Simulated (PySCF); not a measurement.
Input and output of an EPR job on `[CH2][C@H](F)C1OCCO1` [radical].

Method: PySCF 2.14.0, UKS B3LYP, pcH-1 on C F H O, non-relativistic, mean-field spin-orbit, GIAO.

Input of the driver that calls PySCF (job settings, then Cartesian coordinates in Å):

```
{"job": {"kind": "epr", "basis": "pcH-1"}, "charge": 0, "multiplicity": 2}
C      2.4821     0.1116     0.1425
C      1.2804    -0.6691    -0.1039
F      0.8547    -0.5331    -1.4111
C      0.0717    -0.2443     0.8426
O     -1.0444    -1.0458     0.6236
C     -1.8635    -0.3814    -0.3250
C     -1.3418     1.0698    -0.3299
O     -0.3148     1.0745     0.6481
H      3.0344    -0.0491     1.0449
H      2.6910     0.9672    -0.4665
H      1.4148    -1.7472     0.0694
H      0.4152    -0.3746     1.8755
H     -1.7601    -0.8502    -1.3083
H     -2.8972    -0.4637     0.0166
H     -0.9361     1.3467    -1.3083
H     -2.0941     1.7977    -0.0215
```

The driver printed:

```
UKS, coarse grid
  cycle   1  E = -445.42814338  |g| = 6.57e-01
  cycle   2  E = -445.23464454  |g| = 1.02e+00
  cycle   3  E = -445.56933712  |g| = 7.20e-02
  cycle   4  E = -445.57114721  |g| = 3.11e-02
  cycle   5  E = -445.57161646  |g| = 9.16e-03
  cycle   6  E = -445.57165372  |g| = 3.33e-03
  cycle   7  E = -445.57165821  |g| = 1.50e-03
  cycle   8  E = -445.57165990  |g| = 6.86e-04
UKS, final grid
  cycle   1  E = -445.57165388  |g| = 1.10e-03
  cycle   2  E = -445.57165314  |g| = 1.85e-03
  cycle   3  E = -445.57165430  |g| = 1.09e-04
  cycle   4  E = -445.57165430  |g| = 1.60e-05
E = -445.57165430 Eh   <S^2> = 0.7537 (exact 0.7500)
g shifts (ppm)      1          2          3
  rmc          -146       -146       -146
  gc             14         35         22
  oz_so         -51        478       1117
  total        -184        367        992
hyperfine (MHz)  atom isotope    a_iso     a_fc   dipolar eigenvalues
    0   13C      96.15      96.15    -80.23    -79.55    159.78
    1   13C     -39.88     -39.88     -2.91     -0.74      3.64
    2   19F      17.53      17.53    -16.17    -12.15     28.32
    3   13C      87.87      87.87     -7.26     -6.64     13.90
    4   17O      -2.62      -2.62     -7.11      3.33      3.78
    5   13C      -0.38      -0.38     -0.34     -0.29      0.64
    6   13C       0.12       0.12     -0.38     -0.30      0.68
    7   17O      -1.24      -1.24     -2.10      0.57      1.54
    8    1H     -61.46     -61.46    -38.60     -0.63     39.23
    9    1H     -58.99     -58.99    -38.61     -0.47     39.08
   10    1H      85.87      85.87     -5.42     -4.11      9.53
   11    1H      -5.10      -5.10     -5.15     -1.92      7.07
   12    1H      -0.27      -0.27     -1.01     -0.78      1.79
   13    1H       1.73       1.73     -0.68     -0.60      1.28
   14    1H      -0.14      -0.14     -1.31     -1.11      2.43
   15    1H      -0.22      -0.22     -0.82     -0.71      1.52
```

Atoms in this output count from 0. The g shifts stand along the tensor's principal axes 1 to 3: rmc is the relativistic mass correction, gc the gauge correction, oz_so the orbital-Zeeman/spin–orbit term. a_fc is the Fermi-contact part of a_iso, which also holds a spin–orbit part where one was computed. The run used 280 basis functions and 12 SCF iterations in all.

Time: 73 s of wall time (with the writing of density and orbital grids); peak memory 1.1 GiB. Hardware: an Arm Neoverse V1 with one thread, no GPU, shared host with 64 logical CPUs at a one-minute load of 49.

Question: Where does the spin sit (Mulliken spin populations, atoms from 0)?

Answer: 0 C +1.06, 1 C -0.08, 3 C +0.06, 9 H -0.04, 8 H -0.04, 10 H +0.03, 4 O +0.01. Over all atoms they add up to 1.

Geometry: GFN2-xTB, one conformer, isolated molecule.
Labels such as C1 count atoms from 1, the log's own numbers from 0.
